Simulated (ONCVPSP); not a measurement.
iron: ONCV pseudisation with PBE, non-relativistic reference atom.

| Property | Result |
| --- | --- |
| Element | iron |
| Generator | ONCVPSP 4.0.1 |
| Type | optimised norm-conserving Vanderbilt (ONCV) |
| Functional | PBE |
| Relativity | non-relativistic |
| Frozen core | [Ne] |
| Valence charge | 16 |
| Reference configuration | 3s2 3p6 3d5 (charge +3) |
| Partial waves | 3s: rc 0.80 bohr, ncon 4, nbas 8, qcut 8.1 1/bohr, 2 projectors, debl 2.9 Ha; 3p: rc 1.15 bohr, ncon 3, nbas 7, qcut 10.9 1/bohr, 2 projectors, debl 3.8 Ha; 3d: rc 1.55 bohr, ncon 4, nbas 9, qcut 8 1/bohr, 2 projectors, debl 1.5 Ha |
| Local potential | polynomial inside 0.50 bohr (lpopt 5, dvloc0 6 Ha) |
| Core correction | none |

In the s channel the program set the typed energies aside and used -4.742, 0.250 Ha. In the d channel the program set the typed energies aside and used -1.598, 0.250 Ha.

Poles of the logarithmic derivatives, all-electron (AE) and pseudo (PS). s: poles at 4.2 (AE) and 4.2 (PS) Ha. p: poles at -1.9 (AE) and -1.9 (PS) Ha. d: poles at -1.1 (AE) and -1.1, 4.5 (PS) Ha. Test radii: s 0.81, p 1.17, d 1.57 bohr.

- Cutoffs needed: 243 Ha and 286 Ha (the cutoffs (Ha) at which the residual kinetic energy of the hardest occupied pseudo-wave falls to 1 and 0.1 mHa per electron)
- Ghost test: no bound ghost flagged; GHOST(+) flagged for s at 392.0 eV
- Largest excitation error: +266 meV (all-electron minus pseudo) for 3s2 3p6 3d7, out of 4 test configurations
